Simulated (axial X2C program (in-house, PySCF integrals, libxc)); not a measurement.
**Which molecule has these constants?**

Calculated with an in-house all-electron X2C program for linear molecules (integrals from PySCF), spin-free (one-electron X2C) or two-component (2c: spin–orbit coupling with atomic mean-field Coulomb and Gaunt terms, which also bring small scalar terms), in Dyall basis sets with cores contracted in-house; open shells are unrestricted.

A two-component PBE0 calculation in a Dyall 3-zeta basis gave Re = 2.630 Å, ωe = 204.1 cm⁻¹, De = 2.67 eV, dipole magnitude 3.55 D, Ω = 0.

Question: Which molecule is it?
A. PBr
B. BiBr
C. AsBr
D. SbBr

Answer: B. The others have AsBr 2.295 Å and 313.5 cm⁻¹ (Ω = 1); SbBr 2.490 Å and 259.5 cm⁻¹ (Ω = 1); PBr 2.178 Å and 439.5 cm⁻¹ (Ω = 1).

Each entry is the lowest single determinant of a limited PBE0 search at one distance. De goes to single-determinant-based atoms at the same level (for ions the charge split of lowest energy) and is withheld (n/a) where an atom does not fit its ground term or J level. Main or longest-lived isotopes. One determinant is a doubtful description, or other states lie close, for BiBr, AsBr, SbBr, PBr; these need not be ground states, and all values refer to the states named. Some open-shell Ω = 0 determinants are out of reach, so the Ω given for AsBr, SbBr, PBr need not be the lowest component. With several unpaired electrons the Ω given is that of one determinant, not necessarily of the lowest component. The functionals have no current term, which raises determinants with orbital currents.
